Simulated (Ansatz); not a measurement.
CH6ClFSi2 can be A, `F[SiH2]C[SiH2]Cl`, or B, `FC[SiH]([SiH3])Cl`.

Computed with Ansatz on PBE0-D4/def2-TZVP structures; ΔE is electronic, products minus reactants. CBS: MP2 limit from def2 TZ/QZ plus the TZ coupled-cluster correction, frozen cores. Functionals use def2-TZVPP. B3LYP here is the variant with VWN-RPA as its local correlation; programs differ in this. One conformer a species, not always the lowest.

Task: Which isomer does CCSD(T)/CBS put lower? Give the gap. (Estimate.)

Result: The calculation gave: A, by 260.9 kJ/mol.

Task: Give E(B) − E(A) in kJ/mol with B2PLYP, ωB97M-V, B3LYP-D4, PBE-D4, CCSD/def2-TZVPP, PBE0-D4, r2SCAN-D4. (An estimate is asked.)

Result: Computed: B2PLYP 256.6, ωB97M-V 256.9, B3LYP-D4 243.8, PBE-D4 225.5, CCSD/def2-TZVPP 259.2, PBE0-D4 238.1, r2SCAN-D4 249.6. None reverses the order clearly.

Largest T1 diagnostic: 0.011.

From PBE to PBE0 (25 % exact exchange), in def2-TZVPP and without D4, E(B) − E(A) moves by +12.7 kJ/mol.
